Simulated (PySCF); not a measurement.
## Fractional electron number in Mo⁻ (molybdenum, charge -1)

The 5s beta orbital of [Kr] 4d5 5s2 is emptied in steps (occupation f), with all orbitals relaxed, ending at [Kr] 4d5 5s1. Calculation: PySCF 2.14, in def2-TZVPPD with the def2 core potential (28 electrons) (6s4p3d2f1g, 56 functions); a scalar-relativistic core potential. The exact energy is a straight line in f; departures are measured from the line between the end points of the same method.

| f | PBE0 (eV) | r2SCAN (eV) | LC-wPBE (eV) |
| --- | --- | --- | --- |
| 1 | 0.000 | 0.000 | 0.000 |
| 0.8 | -0.222 | -0.261 | 0.030 |
| 0.6 | -0.330 | -0.374 | 0.047 |
| 0.4 | -0.326 | -0.350 | 0.049 |
| 0.2 | -0.211 | -0.205 | 0.035 |
| 0 | 0.000 | 0.000 | 0.000 |

Question: For r2SCAN, how does the orbital energy at f = 1 compare with the removal energy?

Answer: −ε = -1.609 eV against a total-energy difference of 0.087 eV. By Janak's theorem ε = ∂E/∂f, so the gap between them reflects the curvature. Along the path −ε is -0.837 (f = 0.8), -0.126 (f = 0.6), 0.523 (f = 0.4), 1.064 (f = 0.2) eV.

| method | E(f=0) − E(f=1) (eV) | −ε at f=1 (eV) | −ε at f=0.4 (eV) |
| --- | --- | --- | --- |
| PBE0 | 0.124 | -1.273 | 0.424 |
| r2SCAN | 0.087 | -1.609 | 0.523 |
| LC-wPBE | -0.014 | 0.168 | -0.042 |

As f goes to zero the orbital energy of a semilocal functional can turn back, because the density of that orbital vanishes from the exchange-correlation potential.

At f = 1 the orbital energy is positive for PBE0, r2SCAN: only the finite basis holds the electron.

Reference removal energy between the ground levels: 0.747 eV (measured; photodetachment measurements, as compiled on the Wikipedia data page of electron affinities).
